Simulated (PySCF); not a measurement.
C2H7B3F3N3.
Z-matrix (Å and degrees, PBE0-D3(BJ)/def2-SVP geometry), rows numbered from 1:
```
F 
C   1  1.3352
F   2  1.3359  1  107.80
F   2  1.3359  1  107.31  3   115.80
C   2  1.5150  1  111.80  3  -121.25
N   5  1.4406  2  112.30  1   -58.85
B   6  1.4363  5  119.63  2    88.61
N   7  1.4219  6  118.48  5  -176.13
B   8  1.4261  7  122.82  6     0.18
N   9  1.4262  8  116.84  7    -0.57
B  10  1.4224  9  122.94  8     0.31
H   5  1.0999  2  106.72  1    63.40
H   5  1.0998  2  106.82  1   178.72
H   7  1.2082  6  120.18  5     5.01
H   8  1.0114  7  118.34  6  -179.74
H   9  1.2083  8  121.54  7   179.84
H  10  1.0114  9  118.79  8  -179.10
H  11  1.2080  6  120.28  5    -5.31
```

All values: PBE0/pcSseg-1 (PySCF, non-relativistic), on one gas-phase PBE0-D3(BJ)/def2-SVP geometry that isn't relaxed in the solvent. The solvent is an IEF-PCM continuum (cavity from Bondi-type radii × 1.2). Only the electrostatic response of the medium enters.

Gas phase at PBE0/pcSseg-1: HOMO -8.15 eV, LUMO 0.05 eV, dipole 2.18 D.

Question: What does the continuum do to the energy, the frontier levels and the dipole at PBE0/pcSseg-1 in chloroform?

Answer: 
```json
{"solvent": "chloroform", "ε": "4.711", "E(solvent) − E(gas) (kcal/mol)": "-3.21", "polarisation term (kcal/mol)": "-3.44", "distortion of the solute (kcal/mol)": "0.23", "HOMO (eV)": "-8.04", "LUMO (eV)": "0.15", "dipole (D)": "2.44"}
```

The polarisation term is half the interaction of the solute with the surface charges that it induces; the rest is the cost of distorting the solute's density. The sum is the electrostatic part of solvation alone.

Question: Which radius a makes the point-dipole formula ΔE = −[(ε − 1)/(2ε + 1)]·μ²/a³ give the value in chloroform, with the gas-phase dipole?

Answer: μ = 0.857 au and |ΔE| = 0.00512 Eh give a = 1.96 Å; the farthest nucleus lies 3.84 Å from the centroid of the nuclei, so such a sphere wouldn't even hold the nuclei. The formula assumes a rigid point dipole at the centre of a sphere.

Question: Which ESP-fitted charges (PBE0/pcSseg-1) respond most in chloroform (means over atoms taken as equivalent)?

Answer: 
```
   atoms                   environment  gas (e)  solvent (e)  change
      C5  sp3 carbon bound to nitrogen   -0.480       -0.499  -0.019
 H15/H17                  N–H hydrogen   +0.333       +0.351  +0.018
 H12/H13            methylene hydrogen   +0.179       +0.195  +0.016
  N8/N10          boron-bound nitrogen   -0.640       -0.655  -0.015
      N6          boron-bound nitrogen   -0.080       -0.070  +0.010
F1/F3/F4       fluorine of a CF3 group   -0.215       -0.223  -0.008
      C2                    CF3 carbon   +0.701       +0.706  +0.005
     H16                  B–H hydrogen   -0.127       -0.131  -0.004
      B9        three-coordinate boron   +0.441       +0.444  +0.003
 H14/H18                  B–H hydrogen   -0.103       -0.106  -0.003
  B7/B11        three-coordinate boron   +0.327       +0.324  -0.003
```

Hardware: one thread of an Arm Neoverse N1, no GPU, shared host with 64 logical CPUs at a one-minute load of 62. Cost: 80 s wall, 1.2 GiB resident at most. This is the whole shielding run at PBE0/pcSseg-1 in chloroform, SCF included.
